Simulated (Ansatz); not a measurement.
Consider the cleavage of the Si–Si bond: `O[SiH2][SiH](O)F` + `C[SiH](N)O` → `C[Si@H](O)N[Si@@H](O)F` + `O[SiH3]`.

Calculated with Ansatz (gas phase, PBE0-D4/def2-TZVP geometries, no zero-point term in ΔE). CBS: MP2 limit from def2 TZ/QZ plus the TZ coupled-cluster correction, frozen cores. Functionals use def2-TZVPP. One conformer a species, not always the lowest.

```tsv
level	ΔE (kcal/mol)
r2SCAN-D4	-25.4
CCSD/def2-TZVPP	-27.5
```

Problem. What does CCSD(T)/CBS give? (Best estimate.)

Solution. Ansatz gave: -26.4 kcal/mol. The listed levels differ from it by 1.0, -1.1 kcal/mol.

Largest T1 diagnostic among the species: 0.012.

In def2-TZVPP, CCSD(T) changes the Hartree–Fock value by +2.3 kcal/mol (the triples alone add +0.3 kcal/mol) and MP2 by +0.7 kcal/mol. The D4 term adds −1.2 kcal/mol with B3LYP and −0.7 kcal/mol with PBE0; it sums over pairs of atoms, weighted by their polarisabilities, and B3LYP, whose exchange is more repulsive, gets the larger term.

B3LYP here is the variant with VWN-RPA as its local correlation; programs differ in this.
